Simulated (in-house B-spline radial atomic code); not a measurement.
A fraction x of an electron is removed from 3p in Ti V (Ti4+), starting from [Ne] 3s2 3p6 and keeping the highest spin. Method: non-relativistic LDA exchange-only, spin-polarised, spherical fractional occupations, point nucleus. Calculated with a radial B-spline atomic code at the basis-set limit.

```csv
x,E(x) - E(0) (eV),3p down level (eV)
0,0.0000,-87.506
0.07,6.1731,-88.870
0.16,14.2507,-90.631
0.36,32.7700,-94.568
0.48,44.2606,-96.944
0.5,46.2035,-97.342
0.61,57.0314,-99.531
0.63,59.0260,-99.930
0.85,81.4950,-104.339
0.92,88.8480,-105.748
1,97.3725,-107.363
```

The exact functional would give a straight line between the two integer points. Deviations E(x) - E(0) - x[E(1) - E(0)], in eV: -0.643 at x = 0.07, -1.329 at x = 0.16, -2.284 at x = 0.36, -2.478 at x = 0.48, -2.483 at x = 0.5, -2.366 at x = 0.61, -2.319 at x = 0.63, -1.272 at x = 0.85, -0.735 at x = 0.92.

The curve lies below the straight line by up to 2.483 eV (at x = 0.5): convex, the delocalisation error that favours fractional charges.

Problem. How well does Slater's transition state (minus the level at half occupation) give the ionisation energy?

Solution. It gives 97.342 eV against 97.373 eV from the two total energies; NIST lists 99.30 eV, ground level to ground level.
